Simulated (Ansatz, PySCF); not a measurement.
This PySCF input computes a SVWN5/def2-TZVPD energy:

```python
from pyscf import gto, scf, dft

mol = gto.M(
    atom='''
    Si    0.25597722    0.27419803   -0.02783062
    C    -0.28473582    1.10918413    1.56168408
    C     1.69908262   -0.86754415    0.33272583
    C     0.70837479    1.53513780   -1.32572718
    O    -1.00379822   -0.58670952   -0.67666101
    C    -1.66318505   -1.65307476   -0.02585729
    H    -1.14167479    1.76434107    1.39019453
    H     0.52422831    1.71757589    1.97387720
    H    -0.56649706    0.38097780    2.32590922
    H     2.55231379   -0.30326123    0.71749589
    H     2.02324091   -1.38926324   -0.57044319
    H     1.44222074   -1.62056086    1.08152603
    H     1.53919428    2.16079210   -0.99093430
    H     1.00704059    1.04722509   -2.25566433
    H    -0.13821151    2.18838407   -1.54619063
    H    -2.12979584   -1.32862496    0.91062074
    H    -2.44570350   -2.02747028   -0.68682061
    H    -0.97687044   -2.47742982    0.19639349
    ''',
    basis='def2-tzvpd',
    charge=0,
    spin=0,
    verbose=4,
)

mf = dft.RKS(mol, xc='svwn').density_fit(auxbasis='def2-universal-jkfit')
mf.grids.level = 3
mf.conv_tol = 1e-9
mf.max_cycle = 100
mf.max_memory = 1500
mf.kernel()
if not mf.converged:
    mf = mf.newton()
    mf.kernel(mf.make_rdm1())
mf.analyze()
```

Q: Write an input for the same energy in Ansatz (an electronic-structure program) and say what it gives.

A: 
Ansatz 0.2 input:
```yaml
crystal:
  periodic: [false, false, false]
  atoms:
    - {symbol: Si, position_ang: [0.25597722, 0.27419803, -0.02783062]}
    - {symbol: C, position_ang: [-0.28473582, 1.10918413, 1.56168408]}
    - {symbol: C, position_ang: [1.69908262, -0.86754415, 0.33272583]}
    - {symbol: C, position_ang: [0.70837479, 1.53513780, -1.32572718]}
    - {symbol: O, position_ang: [-1.00379822, -0.58670952, -0.67666101]}
    - {symbol: C, position_ang: [-1.66318505, -1.65307476, -0.02585729]}
    - {symbol: H, position_ang: [-1.14167479, 1.76434107, 1.39019453]}
    - {symbol: H, position_ang: [0.52422831, 1.71757589, 1.97387720]}
    - {symbol: H, position_ang: [-0.56649706, 0.38097780, 2.32590922]}
    - {symbol: H, position_ang: [2.55231379, -0.30326123, 0.71749589]}
    - {symbol: H, position_ang: [2.02324091, -1.38926324, -0.57044319]}
    - {symbol: H, position_ang: [1.44222074, -1.62056086, 1.08152603]}
    - {symbol: H, position_ang: [1.53919428, 2.16079210, -0.99093430]}
    - {symbol: H, position_ang: [1.00704059, 1.04722509, -2.25566433]}
    - {symbol: H, position_ang: [-0.13821151, 2.18838407, -1.54619063]}
    - {symbol: H, position_ang: [-2.12979584, -1.32862496, 0.91062074]}
    - {symbol: H, position_ang: [-2.44570350, -2.02747028, -0.68682061]}
    - {symbol: H, position_ang: [-0.97687044, -2.47742982, 0.19639349]}
basis:
  gaussian:
    orbitals: def2-TZVPD
hamiltonian:
  xc: {name: SVWN5}
output: {forces: true}
```
It gives -521.32035 Eh, and PySCF -521.32054 Eh, a difference of 0.19 mEh, from the treatment of integrals and grids.
